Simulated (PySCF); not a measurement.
AlH₃, SMILES [AlH3+] (connectivity only; charge and spin as stated), charge +1, multiplicity 2. Geometry: ωB97X-D3(BJ)/def2-TZVPD.

All values below come from ωB97X-D3(BJ)/def2-TZVPD (PySCF).

Harmonic wavenumbers (cm⁻¹): 394, 507, 754, 1270, 1643, 2116. Rotational constants (GHz): 323.4, 78.87, 63.41; symmetry number 2.

**Question.** Work out the zero-point energy and the ideal-gas rigid-rotor harmonic-oscillator thermochemistry at 298.15 K and 1 atm.

**Answer.** ZPE = ½ Σ hcν = ½ × 6685 cm⁻¹ = 39.99 kJ/mol. H − E(el) = 51.59 kJ/mol. Entropy in J/(mol K): translation 151.17, rotation 60.97, vibration 8.00, spin 5.76, total 225.90. G − E(el) = -15.76 kJ/mol. Cp = 48.58 J/(mol K).
